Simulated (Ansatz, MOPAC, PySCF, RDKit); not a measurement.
Dimer: CH4 (SMILES C) (first 5 atoms) with CH3NO (SMILES NC=O); geometry from B3LYP-D3(BJ)/def2-TZVP, rigid monomers moved along the line of their centres of mass till C1···H9 is 2.42 Å.
(charge 0, multiplicity 1):
```tsv
atom	x (Å)	y (Å)	z (Å)
C	-0.0189	0.0255	-0.1036
H	0.6967	0.0802	0.7159
H	0.5120	0.0247	-1.0546
H	-0.6021	-0.8929	-0.0250
H	-0.6842	0.8892	-0.0721
N	-1.0972	0.0553	3.0500
C	0.1094	0.1323	3.6622
O	1.1770	0.1672	3.0926
H	-1.1430	0.0243	2.0441
H	-1.9483	0.0312	3.5826
H	0.0221	0.1607	4.7639
```

Counterpoise-corrected where a basis set is named; no monomer relaxation. Rows marked so take none. RDKit's UFF carries no charges.

Frozen-core correlation. Rows in 3-21G, 6-31G* carry no dispersion term and start afresh at each structure (6-31G* with six Cartesian d functions). MP2/6-31G* freezes PySCF's default core. The state that AM1, PM3 reach isn't checked.

Run with Ansatz (a program for electronic structure) with Gaussian orbitals; MOPAC for AM1, PM3 (differences of heats of formation); PySCF for 3-21G rows, 6-31G* rows; RDKit for the force fields. Each number belongs to the level named beside it.

```csv
level,interaction energy (meV)
MMFF94,63.8
UFF,142.7
AM1,-38.2
PM3,17.3
HF/3-21G (no counterpoise),-86.3
HF/6-31G* (no counterpoise),20.0
MP2/6-31G*,27.3
SCS-MP2/aug-cc-pVDZ,?
CCSD/aug-cc-pVDZ,?
```

Problem. Fill in the missing entries.

Solution. 
- SCS-MP2/aug-cc-pVDZ, interaction energy (meV): 6.0
- CCSD/aug-cc-pVDZ, interaction energy (meV): -7.5
